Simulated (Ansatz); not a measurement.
F3Si (SMILES F[Si](F)F), doublet, at a GFN2-xTB geometry. Base run: SVWN5/6-31G* run with Ansatz (a first-principles code).

Input for Ansatz:
Ansatz 0.2 input:
```yaml
crystal:
  periodic: [false, false, false]
  atoms:
    - {symbol: F, position_ang: [1.45897544, 0.00611585, -0.16670084]}
    - {symbol: Si, position_ang: [-0.01625899, -0.01100853, 0.42782874]}
    - {symbol: F, position_ang: [-0.71842192, 1.26220476, -0.21712895]}
    - {symbol: F, position_ang: [-0.71526175, -1.25119624, -0.28168158]}
basis:
  gaussian:
    orbitals: 6-31G*
hamiltonian:
  xc: {name: SVWN5}
magnetization: {spin_polarized: true, initial_magnetization: 1}
```

Variants of this job, named by their change:

| change | basis functions | E (Eh) |
|---|---|---|
| base | 64 | -586.07431 |
| basis = pcseg-0 | 40 | -584.88533 |
| basis = 3-21G | 40 | -582.91147 |
| basis = pc-1 | 60 | -586.05554 |
| basis = def2-SV(P) | 60 | -585.76887 |
| basis = def2-SVP | 60 | -585.76887 |
| basis = cc-pV(D+d)Z | 65 | -586.10494 |
| basis = aug-pcseg-1 | 96 | -586.05887 |
| basis = aug-cc-pVDZ | 96 | -586.12862 |
| basis = cc-pVTZ | 124 | -586.25419 |
| basis = pcseg-2 | 124 | -586.28103 |
| basis = cc-pV(T+d)Z | 129 | -586.26389 |
| basis = def2-QZVPP | 241 | -586.31355 |

Totals compare only among sets that treat the same electrons; sets with core potentials leave the core out.
